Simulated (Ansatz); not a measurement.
Geometry optimisation, RHF/cc-pVDZ (Ansatz 0.2.0).

Input file:

```yaml
crystal:
  periodic: [false, false, false]
  atoms:
    - { symbol: Si, position_ang: [-0.142875, 0.063958, 0.115426] }
    - { symbol: O, position_ang: [-0.374288, -0.001299, 1.748105] }
    - { symbol: H, position_ang: [-0.977609, 0.630162, 2.117447] }
    - { symbol: F, position_ang: [1.373012, 0.357553, -0.296348] }
    - { symbol: F, position_ang: [-1.018743, 1.288551, -0.443698] }
    - { symbol: F, position_ang: [-0.663716, -1.234521, -0.657607] }
    - { symbol: "N", position_ang: [1.490828, -2.259936, 1.177096] }
    - { symbol: H, position_ang: [0.781032, -2.660615, 0.593235] }
    - { symbol: H, position_ang: [2.118664, -1.708641, 0.622727] }
    - { symbol: H, position_ang: [1.062896, -1.676712, 1.903016] }
basis:
  gaussian: { orbitals: cc-pVDZ }
hamiltonian:
  xc: hf
relax:
  f_tol: 0.03
  max_steps: 50
```

Launched with:

```bash
$ ansatz run input.yaml --threads 2 --pin off --max-ram 3072MiB --backend cpu --events-out ev --progress --plain --runs-dir out
```

Q: Where does it end, and by what steps?

A: It converged. The force dipped under the threshold on the way, but the program's further checks kept it going. After 13 steps the energy has fallen by 0.126 eV; H10 moved furthest, 0.36 Å.

```
step  energy less start (eV)  largest force component (eV/Å)  accepted
   0                  0.0000                           0.878       yes
   1                 -0.0880                           0.590       yes
   2                 -0.1123                           0.340       yes
   3                 -0.1197                           0.223       yes
   4                 -0.1244                           0.119       yes
   5                 -0.1220                           0.309        no
   6                 -0.1260                           0.040       yes
   7                 -0.1262                           0.016       yes
   8                 -0.1262                           0.003       yes
   9                 -0.1262                           0.003       yes
  10                 -0.1262                           0.002       yes
  11                 -0.1262                           0.002       yes
  12                 -0.1262                           0.003       yes
  13                 -0.1262                           0.008       yes
```

```xyz
10
Properties=species:S:1:pos:R:3
Si -0.283 0.241 0.062
O -0.455 0.173 1.672
H -1.043 0.770 2.112
F 1.247 0.456 -0.348
F -1.137 1.452 -0.548
F -0.776 -1.108 -0.641
N 1.675 -2.511 1.245
H 0.976 -2.823 0.591
H 2.252 -1.843 0.761
H 1.193 -2.008 1.973
```

Time of the run: 11 s on 2 threads of AMD EPYC 9R45 96-Core Processor (Zen 5), on a shared host, peak memory 0.24 GiB.
